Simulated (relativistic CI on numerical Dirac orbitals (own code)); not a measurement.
# In XX: computed level list

Method of calculation: Dirac-Coulomb-Breit CI, orbitals from a KLI potential per configuration, QED by a radiative potential, unscaled Slater integrals (own radial code, finite nucleus).

CI space (outside the closed core [Ar]): 3d¹⁰4s², 3d¹⁰4s4p, 3d¹⁰4p², 3d¹⁰4s4d, 3d¹⁰4d², 3d¹⁰4s4f, 3d¹⁰4p4d, 3d¹⁰4f², 3d¹⁰4p4f, 3d¹⁰4d4f, 3d¹⁰4s5s, 3d¹⁰4s5p, 3d¹⁰4s5d, 3d¹⁰4s5f, 3d¹⁰4s5g, 3d¹⁰4s6s, 3d¹⁰4s6p, 3d¹⁰4s6d, 3d¹⁰4s6f, 3d¹⁰4s7s, 3d⁹4s²4p, 3d⁹4s²4d, 3d⁹4s²4f, 3d⁹4s²5s, 3d⁹4s²5p, 3d⁹4s²5d. Double excitations out of closed p, d and f shells are left out; levels of such configurations are missing from the list, as are those of other unlisted configurations, and high levels can miss mixing partners. These lack a partner that the ground configuration has and come out too high: 3d⁹4s²4p, 3d⁹4s²4d, 3d⁹4s²4f, 3d⁹4s²5s, 3d⁹4s²5p.

```tsv
No.	Configuration	Term	J	E (cm⁻¹)	%	Next component (%)	Landé g	jj configuration (%)
1	3d¹⁰4s²	¹S	0	0	99	1 3d¹⁰4p² ¹S		closed (99)
2	3d¹⁰4s4p	³P°	0	295542	100			4s 4p1/2 (100)
3	3d¹⁰4s4p	³P°	1	312326	93	7 ¹P°	1.465	4s 4p1/2 (88)
4	3d¹⁰4s4p	³P°	2	376628	100		1.500	4s 4p3/2 (100)
5	3d¹⁰4s4p	¹P°	1	463125	92	7 ³P°	1.033	4s 4p3/2 (87)
6	3d¹⁰4p²	³P	0	691570	83	16 ¹S		4p1/2^2 (95)
7	3d¹⁰4p²	³P	1	751882	100		1.500	4p1/2 4p3/2 (100)
8	3d¹⁰4p²	¹D	2	755049	60	34 ³P	1.170	4p1/2 4p3/2 (94)
9	3d¹⁰4p²	³P	2	831199	65	29 ¹D	1.327	4p3/2^2 (95)
10	3d¹⁰4p²	¹S	0	893441	81	17 ³P		4p3/2^2 (94)
11	3d¹⁰4s4d	³D	1	970052	100		0.498	4s 4d3/2 (100)
12	3d¹⁰4s4d	³D	2	975361	99	1 ¹D	1.164	4s 4d3/2 (68)
13	3d¹⁰4s4d	³D	3	984886	100		1.333	4s 4d5/2 (100)
14	3d¹⁰4s4d	¹D	2	1051631	88	10 3d¹⁰4p² ¹D	1.001	4s 4d5/2 (61)
15	3d¹⁰4p4d	³F°	2	1282474	82	15 ¹D°	0.728	4p1/2 4d3/2 (98)
16	3d¹⁰4p4d	³F°	3	1318088	86	7 ³D°	1.097	4p1/2 4d5/2 (76)
17	3d¹⁰4p4d	¹D°	2	1334910	38	37 ³P°	1.193	4p1/2 4d5/2 (89)
18	3d¹⁰4p4d	³D°	1	1350747	63	25 ³P°	0.808	4p1/2 4d3/2 (92)
19	3d¹⁰4p4d	³F°	4	1373849	98	2 3d¹⁰4s4f ³F°	1.249	4p3/2 4d5/2 (98)
20	3d¹⁰4p4d	¹D°	2	1390012	42	32 ³D°	1.097	4p3/2 4d3/2 (53)
21	3d¹⁰4p4d	³P°	0	1409956	100			4p3/2 4d3/2 (100)
22	3d¹⁰4p4d	³D°	3	1411963	70	16 ¹F°	1.242	4p3/2 4d3/2 (51)
23	3d¹⁰4p4d	³P°	1	1413409	70	29 ³D°	1.206	4p3/2 4d3/2 (92)
24	3d¹⁰4p4d	³D°	2	1420454	48	46 ³P°	1.311	4p3/2 4d5/2 (60)
25	3d¹⁰4p4d	¹F°	3	1451699	62	22 ³D°	1.074	4p3/2 4d5/2 (63)
26	3d¹⁰4p4d	¹P°	1	1486575	86	8 ³D°	0.983	4p3/2 4d5/2 (85)
27	3d¹⁰4s4f	³F°	2	1594292	99	1 3d¹⁰4p4d ³F°	0.665	4s 4f5/2 (99)
28	3d¹⁰4s4f	³F°	3	1595201	98	1 3d¹⁰4p4d ³F°	1.083	4s 4f5/2 (55)
29	3d¹⁰4s4f	³F°	4	1596500	98	2 3d¹⁰4p4d ³F°	1.250	4s 4f7/2 (98)
30	3d¹⁰4s4f	¹F°	3	1654523	82	17 3d¹⁰4p4d ¹F°	1.000	4s 4f7/2 (46)
31	3d¹⁰4p4f	¹G	4	1913780	29	25 3d¹⁰4d² ¹G	1.073	4p1/2 4f7/2 (68)
32	3d¹⁰4p4f	³F	2	1919834	46	32 3d¹⁰4d² ³F	0.749	4p1/2 4f5/2 (55)
33	3d¹⁰4p4f	³G	3	1921105	53	28 ³F	0.905	4p1/2 4f5/2 (72)
34	3d¹⁰4p4f	¹F	3	1929401	36	21 ³D	1.064	4p1/2 4f7/2 (58)
35	3d¹⁰4s5s	³S	1	1950440	100		2.001	4s 5s (100)
36	3d¹⁰4d²	³F	4	1959185	28	28 ¹G	1.139	4d5/2^2 (51)
37	3d¹⁰4d²	¹D	2	1972707	44	28 ³F	0.923	4d3/2 4d5/2 (51)
38	3d¹⁰4d²	³F	3	1972766	51	18 3d¹⁰4p4f ³G	1.056	4d3/2 4d5/2 (51)
39	3d¹⁰4s5s	¹S	0	1976981	99			4s 5s (99)
40	3d¹⁰4p4f	³G	4	1979281	60	30 3d¹⁰4d² ³F	1.106	4p3/2 4f5/2 (39)
41	3d¹⁰4d²	³F	2	1989835	31	23 3d¹⁰4p4f ³F	0.882	4d3/2^2 (56)
42	3d¹⁰4d²	³P	0	1994130	95	4 ¹S		4d3/2^2 (77)
43	3d¹⁰4d²	³P	1	2000089	100		1.500	4d3/2 4d5/2 (100)
44	3d¹⁰4d²	³P	2	2008055	90	5 ¹D	1.446	4d5/2^2 (59)
45	3d¹⁰4p4f	³G	5	2008637	100		1.199	4p3/2 4f7/2 (100)
```

Energies count from the lowest computed level; ° marks odd parity. Filled j subshells are mostly left out of the jj labels.

The mean weight of the leading LS term, summed over parents, in these 45 levels is 77 %, and that of the leading jj configuration (from the same eigenvectors) 79 %.

At this charge energies of transitions that change n are usually good to better than 1 %, and those within a shell (Δn = 0) to a few per cent.

LS names give the leading component of a level, which can be under half, so a name can repeat, a term be missing and a line seem to break the LS rules.
